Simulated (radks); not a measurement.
Ionisation of the rhodium ion Rh2+, [Kr] 4d7, to [Kr] 4d6 as the strength of local exchange is varied. Calculated with a radial shooting solver on a logarithmic mesh with Libxc functionals: non-relativistic Kohn-Sham, Slater X-alpha exchange (alpha = 2/3 is LDA exchange), no correlation, spin-polarised, spherical densities, point nucleus; open shells are filled with parallel spins first (spin-orbit coupling, left out, can overturn this in heavy ions); relativity is left out, which matters for an element this heavy.

| alpha | E(Rh2+) (hartree) | exchange (hartree) | IE (eV) | -e of the level emptied (eV) | <r> of it (bohr) |
|---|---|---|---|---|---|
| 0.551 | -4656.31740 | -104.10532 | 27.958 | 21.679 (4d) | 1.492 |
| 0.61 | -4667.47790 | -115.52362 | 28.913 | 22.564 (4d) | 1.472 |
| 0.667 | -4678.28495 | -126.60437 | 29.858 | 23.444 (4d) | 1.454 |
| 0.796 | -4702.83315 | -151.86115 | 32.084 | 25.528 (4d) | 1.415 |
| 0.856 | -4714.29347 | -163.69303 | 33.159 | 26.540 (4d) | 1.397 |
| 0.994 | -4740.75453 | -191.10947 | 35.726 | 28.972 (4d) | 1.360 |
| 1.039 | -4749.41394 | -200.11071 | 36.591 | 29.795 (4d) | 1.348 |

NIST Atomic Spectra Database: 31.060 eV (semi-empirical). The Delta-SCF value meets it near alpha = 0.74. Relativity is left out here, which matters for elements this heavy. Open shells are spherical and high-spin; term and fine-structure splittings are not resolved.
